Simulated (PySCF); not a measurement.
## Assignment exercise: CH8N2P2Si

Molfile (atoms numbered from 1):
```
CH8N2P2Si
     RDKit          3D

 14 13  0  0  0  0  0  0  0  0999 V2000
   -1.6868    0.6668   -1.4387 C   0  0  0  0  0  0  0  0  0  0  0  0
   -1.1966    0.8377   -0.3031 N   0  0  0  0  0  0  0  0  0  0  0  0
    0.0778   -0.1031    0.4202 Si  0  0  0  0  0  4  0  0  0  0  0  0
   -0.5221   -0.4717    1.9922 N   0  0  0  0  0  0  0  0  0  0  0  0
    1.8903    1.1912    0.8014 P   0  0  0  0  0  0  0  0  0  0  0  0
    0.4718   -1.9355   -0.8875 P   0  0  0  0  0  0  0  0  0  0  0  0
   -2.4568    1.3436   -1.7959 H   0  0  0  0  0  0  0  0  0  0  0  0
   -1.3940   -0.1434   -2.1195 H   0  0  0  0  0  0  0  0  0  0  0  0
   -1.3226   -1.0738    2.0859 H   0  0  0  0  0  0  0  0  0  0  0  0
    0.1381   -0.6399    2.7321 H   0  0  0  0  0  0  0  0  0  0  0  0
    1.1356    2.3115    1.0838 H   0  0  0  0  0  0  0  0  0  0  0  0
    2.0486    1.5584   -0.5248 H   0  0  0  0  0  0  0  0  0  0  0  0
    1.1901   -1.2423   -1.8473 H   0  0  0  0  0  0  0  0  0  0  0  0
    1.6258   -2.3000   -0.2210 H   0  0  0  0  0  0  0  0  0  0  0  0
  1  2  2  0
  2  3  1  0
  3  4  1  0
  3  5  1  0
  3  6  1  0
  1  7  1  0
  1  8  1  0
  4  9  1  0
  4 10  1  0
  5 11  1  0
  5 12  1  0
  6 13  1  0
  6 14  1  0
M  END
```

Theory: geometry from GFN2-xTB, shielding tensors at PBE0/pcSseg-1 (GIAO), in PySCF 2.14.0 with density-fitted response routines (isolated molecule, no relativistic terms, rapidly exchanging positions averaged, single conformer).

Referencing at the same level of theory: $^{1}$H (σref 31.72) vs TMS.

Q: Assign these signals to the numbered atoms. $^{1}$H NMR (300 MHz, computed): δ 8.57 (m, 1H), 8.47 (m, 1H), 1.21 (m, 4H), 0.68 (br s, 2H).

A: 
| δ (ppm) | atoms | environment | reason |
| --- | --- | --- | --- |
| 8.57 | H7 | hydrogen on a C=N carbon | – |
| 8.47 | H8 | hydrogen on a C=N carbon | – |
| 1.21 | H11/H12/H13/H14 | hydrogen on a phosphorus bonded to Si | – |
| 0.68 | H9/H10 | hydrogen on a nitrogen bonded to Si | exchangeable; this is the value without hydrogen bonding to other molecules |

H7 and H8 lie closer than the usual error of such a calculation, so a measured spectrum could show them in the other order.

The OH or NH signal is concentration- and solvent-dependent in practice; the value given is the gas-phase one. Multiplicities follow the n + 1 count of equivalent neighbours, as no J values were calculated; m marks all less simple cases, F and P coupling included.
